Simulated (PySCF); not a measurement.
CH₃Cl₂OSb. Atoms are numbered in the order given.

```xyz
8

Sb    -0.6611     0.2264     0.0000
Cl     0.8570     0.7180     1.7936
Cl     0.8570     0.7180    -1.7936
O     -0.4540    -1.7329     0.0000
C      0.8022    -2.3920     0.0000
H      1.3939    -2.1345    -0.8956
H      1.3939    -2.1345     0.8956
H      0.6094    -3.4762     0.0000
```
Charge 0, spin multiplicity 1.

Coordinates come from a B3LYP-D3(BJ)/def2-SVP optimisation. The def2 effective core potentials stand for the cores of Sb; spin–orbit coupling is left out. Other conformers were not sampled.

Computed with PySCF with B3LYP/def2-TZVP.

Symmetry labels are those of the subgroup Cs that the program uses (full group Cs).

Task: List the valence orbital energies around the gap with their symmetry. (Estimate from the structure and the level; the computed values follow.)

Result: 
| orbital | symmetry | energy (eV) |
|---|---|---|
| HOMO−7 | A" | -10.73 |
| HOMO−6 | A' | -9.71 |
| HOMO−5 | A' | -9.36 |
| HOMO−4 | A" | -8.90 |
| HOMO−3 | A' | -8.78 |
| HOMO−2 | A" | -8.69 |
| HOMO−1 | A' | -8.34 |
| HOMO | A" | -8.24 |
| LUMO | A' | -2.07 |
| LUMO+1 | A" | -1.95 |
| LUMO+2 | A' | -1.20 |
| LUMO+3 | A' | 1.56 |
